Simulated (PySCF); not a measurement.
CH₄. Atoms are numbered in the order given.

```xyz
5

C      0.0000     0.0000     0.0000
H      0.6331     0.6331     0.6331
H     -0.6331     0.6331    -0.6331
H     -0.6331    -0.6331     0.6331
H      0.6331    -0.6331    -0.6331
```

Geometry optimised at PBE-D3(BJ)/def2-TZVPD.

All values below come from TDDFT-CAM-B3LYP/def2-TZVPD (PySCF).

Vertical excitations; the highest root listed may be one member of a degenerate set. The molecule is in vacuum. State labels are in the subgroup D2.

Computed lowest excited states:
| state | symmetry | energy (eV) | λ (nm) | f | main pairs |
|---|---|---|---|---|---|
| S1 | B1 | 10.16 | 122 | 0.128 | HOMO−2→LUMO (degenerate set) |
| S2 | B3 | 10.16 | 122 | 0.128 | HOMO→LUMO (degenerate set) |
| S3 | B2 | 10.16 | 122 | 0.128 | HOMO−1→LUMO (degenerate set) |
| S4 | B2 | 12.26 | 101 | 0.086 | HOMO→LUMO+1, HOMO−2→LUMO+3 (degenerate set) |
| S5 | B1 | 12.26 | 101 | 0.086 | HOMO−1→LUMO+3, HOMO→LUMO+2 (degenerate set) |
| S6 | B3 | 12.26 | 101 | 0.086 | HOMO−1→LUMO+1, HOMO−2→LUMO+2 (degenerate set) |
| S7 | B2 | 12.38 | 100 | 0.000 | HOMO−2→LUMO+3, HOMO→LUMO+1 (degenerate set) |
| S8 | B3 | 12.38 | 100 | 0.000 | HOMO−2→LUMO+2, HOMO−1→LUMO+1 (degenerate set) |
| S9 | B1 | 12.38 | 100 | 0.000 | HOMO→LUMO+2, HOMO−1→LUMO+3 (degenerate set) |
| S10 | A | 12.44 | 100 | 0.000 | HOMO−2→LUMO+1 64 %, HOMO→LUMO+3 16 %, HOMO−1→LUMO+2 16 % |
| T1 | B3 | 9.75 | 127 | 0 | HOMO→LUMO (degenerate set) |
| T2 | B1 | 9.75 | 127 | 0 | HOMO−2→LUMO (degenerate set) |
| T3 | B2 | 9.75 | 127 | 0 | HOMO−1→LUMO (degenerate set) |
| T4 | A | 11.15 | 111 | 0 | HOMO−2→LUMO+1 27 %, HOMO→LUMO+3 27 %, HOMO−1→LUMO+2 27 % |
Triplets are in the Tamm–Dancoff approximation, which puts them higher than full response would, so one can lie above its singlet here.
